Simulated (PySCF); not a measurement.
## GeH₃: breathing scan

Computed with UPBE0 in PySCF with Ge def2-TZVP, H def2-TZVP; no relativity; density-fitted integrals.

Rigid scan from the doublet minimum (Ge–H 1.539 Å (×3); H–Ge–H 111.2° (×3)). Coordinate: all bonds to the central atom scaled together. Energies in kJ/mol from the minimum.

```
scale of all bonds to the centre  E (kJ/mol)  dipole size (D)  ⟨S²⟩
                            0.88       108.8             0.11  0.75
                            0.92        43.7             0.06  0.75
                            0.96         9.9             0.02  0.75
                            1.00         0.0             0.03  0.75
                            1.04         8.2             0.09  0.75
                            1.08        29.9             0.15  0.75
                            1.14        80.0             0.26  0.75
                            1.22       165.9             0.43  0.75
                            1.35       319.9             0.77  0.76
```
